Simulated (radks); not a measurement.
Values are calculated unless marked as measured or tabulated.
Polarisability of the titanium ion Ti+, [Ar] 3d2 4s1, at imaginary frequency. Code: a radial shooting solver on a logarithmic mesh with Libxc functionals. Model: non-relativistic Kohn-Sham, PBE, spin-unpolarised, spherical densities, point nucleus. Response by self-consistent Sternheimer equations with the Hartree and adiabatic LDA kernel.

w (hartree)  alpha1(iw) (bohr^3)
0.00266                    46.04
0.0143                     45.70
0.0360                     43.90
0.0697                     39.01
0.118                      30.69
0.186                      21.35
0.280                      13.77
0.413                      8.706
0.605                      5.559
0.892                      3.567
1.35                       2.213
2.12                       1.237
3.59                      0.5696
6.94                      0.1951
17.5                     0.04137

Static values: alpha1 = 46.05 bohr^3 (6.824 angstrom^3; uncoupled 66.90). C6 = 289.6, triple-dipole C9 = 9395 atomic units. One-pole (London) frequency 4 C6 / (3 alpha1^2) = 0.182 hartree, against 0.377 for minus the highest occupied eigenvalue.
